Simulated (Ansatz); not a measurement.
This geometry of C2H3FSi (7 atoms, charge 0, multiplicity 1) is a first-order saddle point.

Theory: RKS PBE0-D4/def2-SVP (Ansatz 0.2.0).

```xyz
7
Properties=species:S:1:pos:R:3
F -0.124 -2.210 -0.293
C -0.177 -0.907 -0.185
C -0.677 -0.008 0.582
Si 0.701 0.575 -1.008
H -1.231 0.347 1.443
H -0.438 1.402 -0.382
H 1.945 0.800 -0.158
```

(1) Which two structures does it join? (They come from a converged band through this point; their orientation in space is the band's.)

(2) How far does it lie above each of them?

Results:

(1) Bonds broken: C3–Si4, Si4–H6. Bonds formed: C3–H6.

First end point:

```xyz
7
Properties=species:S:1:pos:R:3
F -0.433 -2.213 -0.352
C -0.210 -0.940 -0.108
C -0.558 -0.081 0.846
Si 0.492 0.695 -0.453
H -1.139 -0.071 1.770
H -0.082 1.603 -1.487
H 1.930 1.007 -0.215
```

Last end point:

```xyz
7
Properties=species:S:1:pos:R:3
F 0.329 -1.548 0.313
C 0.101 -0.257 0.032
C -1.091 0.265 0.377
Si 1.392 0.839 -0.824
H -1.861 -0.335 0.873
H -1.303 1.314 0.160
H 2.433 -0.279 -0.931
```

(2) 2.02 eV above the first and 1.70 eV above the second. This is the barrier of this one path; another mechanism may lie lower. The orbitals stay closed-shell, which can raise the energy where a bond breaks towards radicals; this wasn't checked here.

Time of the run: 3.4 min on 1 thread of Arm Neoverse V1, with other jobs on the host, peak memory 0.25 GiB.
